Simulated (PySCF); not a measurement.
Two probes of the same atoms: core binding energy and nuclear shielding

Species: C3H6Se.
Bonds: C1–C2 (double), C2–C3, C3–Se4. Hydrogens: H5, H6 on C1; H7 on C2; H8, H9 on C3; H10 on Se4.

Binding energies: delta-SCF UKS SCAN, pcX-2 on the ionised atom, pcseg-1 elsewhere, spin-free X2C in PySCF. Shieldings: GIAO PBE0/pcSseg-1, non-relativistic, same geometry.

| atom | C 1s (eV) |
| --- | --- |
| C1 | 290.21 |
| C2 | 290.76 |
| C3 | 291.34 |

What are the absolute isotropic shieldings of these atoms?

| atom | environment | C 1s (eV) | isotropic shielding (ppm) |
| --- | --- | --- | --- |
| C1 | terminal =CH2 carbon | 290.21 | 63.9 |
| C2 | alkene CH carbon | 290.76 | 36.1 |
| C3 | sp3 carbon bound to selenium | 291.34 | 152.3 |

Among the listed atoms, is the one with the highest binding energy also the least shielded?

No. The highest binding energy is at C3 (291.34 eV, shielding 152.3 ppm), the lowest shielding at C2 (36.1 ppm, 290.76 eV).

By binding energy: C1 < C2 < C3. By shielding: C2 < C1 < C3.

One conformer (not necessarily the lowest) at the PBE0-D3(BJ)/def2-SVP geometry, without solvent, vibrations or thermal averaging.

The values belong to the conformer `[CH2:1]=[CH:2][CH2:3][SeH:4]`: C1–C2–C3–Se4 -117°, H–Se4–C3–C2 58°.
